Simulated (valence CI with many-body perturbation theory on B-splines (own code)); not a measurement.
## Dy LI: calculated level list

Calculated by valence CI with perturbative core correlation (CI+MBPT): six valence electrons over a frozen Dirac-Fock core [Ne], radial functions for each j: 9 s, 9 p, 8 d, 6 f, 3 g, 1 h, with the one-electron correlation potential Σ1, the two-electron term Σ2, the three-electron term Σ3, Breit, model QED; selected CI, second order for the rest, scaled by the run's own slope (own B-spline code, finite nucleus).

The last digits are not significant, and no measured levels were compared; by estimate large intervals hold to a few tenths of a per cent, small ones and those within an open d or f shell to about a per cent. Among the levels kept, up to 1100 cm⁻¹ of a level comes from second order outside the variational space, and about a tenth of that is noise between levels of different J, which matters for small intervals.

Levels 1 to 43 of 43, with energies above the lowest level, (3s^2 3p1/2^2 3p3/2^2) J=2. "Leading %" is the weight of the configuration and term that name the level; weights of strongly mixed levels are sums over their largest components and can fall short, so below about 35 % the name and the second component can differ from the true leading terms, or belong to a minority configuration. In the jj column 3d3/2^4 stands for four electrons in 3d with j = 3/2. Lifetimes count E1, E2, E3, M1 and M2 decay at the calculated energies, and are blank where another channel may lead or the interval is too uncertain; long ones can be off by a factor of two.

| No. | Configuration | Term | J | E (× 10³ cm⁻¹) | Leading % | Lifetime | g | Leading jj |
| --- | --- | --- | --- | --- | --- | --- | --- | --- |
| 1 | 3s²3p⁴ | ³P | 2 | 0.00 | 69 |  | 1.338 | 3s^2 3p1/2^2 3p3/2^2 (99 %) |
| 2 | 3s²3p⁴ | ¹S | 0 | 136.54 | 62 | 90.9 ms |  | 3s^2 3p1/2^2 3p3/2^2 (99 %) |
| 3 | 3s²3p⁴ | ³P | 1 | 1610.0 | 99 | 11.7 ns | 1.492 | 3s^2 3p1/2 3p3/2^3 (99 %) |
| 4 | 3s²3p³3d | ³D° | 2 | 1631.2 | 31 | 177 ps | 1.045 | 3s^2 3p1/2^2 3p3/2 3d3/2 (98 %) |
| 5 | 3s²3p⁴ | ¹D | 2 | 1678.9 | 68 | 24.3 ns | 1.142 | 3s^2 3p1/2 3p3/2^3 (98 %) |
| 6 | 3s²3p³3d | ³D° | 1 | 1685.5 | 30 | 82.8 ps | 1.128 | 3s^2 3p1/2^2 3p3/2 3d3/2 (97 %) |
| 7 | 3s²3p³3d | ³P° | 0 | 1690.1 | 59 | 33.2 μs |  | 3s^2 3p1/2^2 3p3/2 3d3/2 (98 %) |
| 8 | 3s²3p³3d | ³F° | 3 | 1692.1 | 28 | 2.28 ns | 1.107 | 3s^2 3p1/2^2 3p3/2 3d3/2 (96 %) |
| 9 | 3s²3p³3d | ³F° | 4 | 2039.0 | 48 | 1.95 μs | 1.260 | 3s^2 3p1/2^2 3p3/2 3d5/2 (99 %) |
| 10 | 3s²3p³3d | ³P° | 2 | 2069.9 | 32 | 15.8 ps | 1.255 | 3s^2 3p1/2^2 3p3/2 3d5/2 (94 %) |
| 11 | 3s²3p³3d | ³D° | 3 | 2214.8 | 38 | 3.33 ps | 1.187 | 3s^2 3p1/2^2 3p3/2 3d5/2 (93 %) |
| 12 | 3s²3p³3d | ³D° | 1 | 2288.7 | 36 | 5.32 ps | 1.043 | 3s^2 3p1/2^2 3p3/2 3d5/2 (96 %) |
| 13 | 3s3p⁵ | ³P° | 2 | 2858.7 | 82 | 2.59 ps | 1.467 | 3s 3p1/2^2 3p3/2^3 (82 %) |
| 14 | 3s3p⁵ | ¹P° | 1 | 3006.2 | 37 | 2.03 ps | 1.184 | 3s 3p1/2^2 3p3/2^3 (64 %) |
| 15 | 3s²3p³3d | ³F° | 2 | 3177.0 | 44 | 143 ps | 1.025 | 3s^2 3p1/2 3p3/2^2 3d3/2 (97 %) |
| 16 | 3s²3p³3d | ⁵D° | 0 | 3184.8 | 51 | 130 ps |  | 3s^2 3p1/2 3p3/2^2 3d3/2 (96 %) |
| 17 | 3s²3p³3d | ³D° | 1 | 3190.7 | 48 | 7.59 ps | 0.968 | 3s^2 3p1/2 3p3/2^2 3d3/2 (89 %) |
| 18 | 3s²3p³3d | ³F° | 3 | 3232.5 | 32 | 50.3 ps | 1.083 | 3s^2 3p1/2 3p3/2^2 3d3/2 (96 %) |
| 19 | 3s²3p³3d | ³G° | 4 | 3295.4 | 50 | 80.5 ns | 1.049 | 3s^2 3p1/2 3p3/2^2 3d3/2 (99 %) |
| 20 | 3s²3p²3d² | ³F | 2 | 3328.6 | 39 | 54.4 ps | 0.742 | 3s^2 3p1/2^2 3d3/2^2 (97 %) |
| 21 | 3s²3p⁴ | ³P | 0 | 3340.3 | 62 | 4.51 ns |  | 3s^2 3p3/2^4 (98 %) |
| 22 | 3s²3p³3d | ³F° | 2 | 3382.5 | 62 | 7.64 ps | 0.831 | 3s^2 3p1/2 3p3/2^2 3d3/2 (95 %) |
| 23 | 3s²3p³3d | ³D° | 3 | 3483.8 | 48 | 738 fs | 1.221 | 3s^2 3p1/2 3p3/2^2 3d3/2 (88 %) |
| 24 | 3s²3p²3d² | ³P | 0 | 3488.7 | 57 | 38.6 ps |  | 3s^2 3p1/2^2 3d3/2^2 (95 %) |
| 25 | 3s²3p³3d | ³P° | 2 | 3526.8 | 32 | 524 fs | 1.256 | 3s^2 3p1/2 3p3/2^2 3d3/2 (87 %) |
| 26 | 3s²3p³3d | ³S° | 1 | 3555.0 | 41 | 471 fs | 1.488 | 3s^2 3p1/2 3p3/2^2 3d3/2 (80 %) |
| 27 | 3s²3p³3d | ³D° | 3 | 3557.4 | 50 | 11.3 ps | 1.270 | 3s^2 3p1/2 3p3/2^2 3d5/2 (93 %) |
| 28 | 3s²3p³3d | ⁵D° | 4 | 3560.0 | 52 | 14.8 ns | 1.291 | 3s^2 3p1/2 3p3/2^2 3d5/2 (98 %) |
| 29 | 3s²3p³3d | ³F° | 4 | 3646.5 | 71 | 72.6 ns | 1.177 | 3s^2 3p1/2 3p3/2^2 3d5/2 (98 %) |
| 30 | 3s²3p³3d | ³D° | 1 | 3647.6 | 32 | 693 fs | 0.986 | 3s^2 3p1/2 3p3/2^2 3d3/2 (50 %) |
| 31 | 3s²3p³3d | ³D° | 1 | 3663.8 | 39 | 1.16 ps | 0.907 | 3s^2 3p1/2 3p3/2^2 3d5/2 (53 %) |
| 32 | 3s²3p³3d | ¹S° | 0 | 3670.2 | 48 | 30.3 ps |  | 3s^2 3p1/2 3p3/2^2 3d5/2 (94 %) |
| 33 | 3s²3p³3d | ³G° | 5 | 3670.3 | 99 | 74.0 ns | 1.190 | 3s^2 3p1/2 3p3/2^2 3d5/2 (99 %) |
| 34 | 3s²3p²3d² | ³F | 3 | 3754.2 | 30 | 7.86 ps | 1.081 | 3s^2 3p1/2^2 3d3/2 3d5/2 (95 %) |
| 35 | 3s²3p³3d | ³D° | 2 | 3795.7 | 48 | 70.1 ps | 1.267 | 3s^2 3p1/2 3p3/2^2 3d5/2 (98 %) |
| 36 | 3s²3p²3d² | ³P | 2 | 3831.4 | 23 | 6.80 ps | 1.194 | 3s^2 3p1/2^2 3d3/2 3d5/2 (94 %) |
| 37 | 3s²3p³3d | ³F° | 3 | 3845.6 | 35 | 518 ps | 1.119 | 3s^2 3p1/2 3p3/2^2 3d5/2 (99 %) |
| 38 | 3s²3p²3d² | ⁵D | 1 | 3857.8 | 34 | 6.69 ps | 1.536 | 3s^2 3p1/2^2 3d3/2 3d5/2 (93 %) |
| 39 | 3s²3p³3d | ³D° | 2 | 3868.3 | 44 | 2.89 ps | 1.093 | 3s^2 3p1/2 3p3/2^2 3d5/2 (93 %) |
| 40 | 3s²3p²3d² | ³F | 4 | 3868.8 | 26 | 5.67 ps | 1.088 | 3s^2 3p1/2^2 3d3/2 3d5/2 (93 %) |
| 41 | 3s²3p³3d | ¹P° | 1 | 3899.5 | 31 | 1.89 ps | 1.257 | 3s^2 3p1/2 3p3/2^2 3d5/2 (90 %) |
| 42 | 3s²3p³3d | ¹F° | 3 | 3926.2 | 47 | 2.44 ps | 1.075 | 3s^2 3p1/2 3p3/2^2 3d5/2 (91 %) |
| 43 | 3s²3p³3d | ³P° | 2 | 3966.0 | 41 | 1.49 ps | 1.226 | 3s^2 3p1/2 3p3/2^2 3d5/2 (91 %) |

The ionisation energy to 3s²3p³ ²P°3/2 of the next ion comes out as 4524.8 eV (NIST: 4523 ± 4 eV (theoretical)). All 43 levels together are meant to be complete up to 3984.5 × 10³ cm⁻¹.
